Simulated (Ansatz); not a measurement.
Cost and result for the atomization energy of CH8AlBGe (`[CH3][GeH2][BH][AlH2]`) (12 atoms, 11 bonds).

```xyz
12

C    -0.9623    0.0445    2.1520
Ge   -0.2476    0.7313    0.4596
B    -0.0313   -0.6766   -1.0340
Al    1.4677   -0.5658   -2.5049
H    -1.9083   -0.4683    1.9745
H    -1.1284    0.8626    2.8536
H    -0.2618   -0.6615    2.5998
H     1.0496    1.5221    0.7474
H    -1.2493    1.7597   -0.1277
H    -0.8624   -1.5441   -1.0132
H     2.8676   -1.2919   -2.2728
H     1.2666    0.2881   -3.8344
```

Charge 0, multiplicity 1. Correlated methods include outer-core shells of Ge, which these sets cover unevenly. Scalar relativity is left out up to krypton. The structure was optimised at the PBE0-D4/def2-TZVP level. It is one conformer, not always the lowest. Program: Ansatz. All runs use 4 threads of an Arm Neoverse V1 on a shared host. Times are those of one run each, without the atoms' runs, and a repeat can differ threefold. Electronic energies, without spin–orbit coupling; frozen cores. CCSD(T)/CBS adds CCSD(T) − MP2 in def2-TZVPP to the MP2 limit, and its time is that of the two runs behind it. T1 = 0.012. With those shells the extrapolation isn't a true limit. B3LYP takes the VWN-RPA correlation (the form of Gaussian; ORCA's B3LYP/G).

CCSD(T)/CBS is a level of theory with its own doubt, some kJ/mol a heavy atom from the limit and from the frozen cores, so smaller differences don't rank the functionals.

```csv
level,functions,wall time
PBE-D4/def2-TZVPP (with forces),264,3.4 s
PBE0-D4/def2-TZVPP,264,4.4 s
r2SCAN-D4/def2-TZVPP (with forces),264,7 s
B3LYP-D4/def2-TZVPP (with forces),264,7 s
B2PLYP/def2-TZVPP,264,8 s
ωB97X-V/def2-TZVPP,264,12 s
ωB97M-V/def2-TZVPP (with forces),264,18 s
MP2/def2-QZVPP,513,36 s
CCSD(T)/def2-TZVPP,264,3.9 min
CCSD(T)/CBS(def2),–,4.5 min
```

(1) What atomization energy does each give, and how far from CCSD(T)/CBS? (An estimate is asked.)

## Answers

(1) The calculation gave: 
```tsv
level	atomization (kJ/mol)	difference from CCSD(T)/CBS	per bond
PBE-D4/def2-TZVPP (with forces)	3600.4	-8.8	-0.8
PBE0-D4/def2-TZVPP	3588.7	-20.5	-1.9
r2SCAN-D4/def2-TZVPP (with forces)	3623.1	13.9	1.3
B3LYP-D4/def2-TZVPP (with forces)	3601.7	-7.5	-0.7
B2PLYP/def2-TZVPP	3559.9	-49.3	-4.5
ωB97X-V/def2-TZVPP	3627.6	18.4	1.7
ωB97M-V/def2-TZVPP (with forces)	3599.4	-9.8	-0.9
MP2/def2-QZVPP	3564.9	-44.3	-4.0
CCSD(T)/def2-TZVPP	3541.7	-67.5	-6.1
CCSD(T)/CBS(def2)	3609.2	0.0	0.0
```

The D4 term adds +35.0 kJ/mol with B3LYP and +18.6 kJ/mol with PBE0; it sums over pairs of atoms, weighted by their polarisabilities, and B3LYP, whose exchange is more repulsive, gets the larger term. From PBE to PBE0 (25 % exact exchange), in def2-TZVPP and without D4, the atomization energy moves by −8.6 kJ/mol: exact exchange takes away binding that semilocal exchange gives to molecules. In def2-TZVPP, CCSD(T) changes the Hartree–Fock value by +783.8 kJ/mol (the triples alone add +33.8 kJ/mol) and MP2 by +768.0 kJ/mol; breaking electron pairs costs correlation energy, which Hartree–Fock lacks.
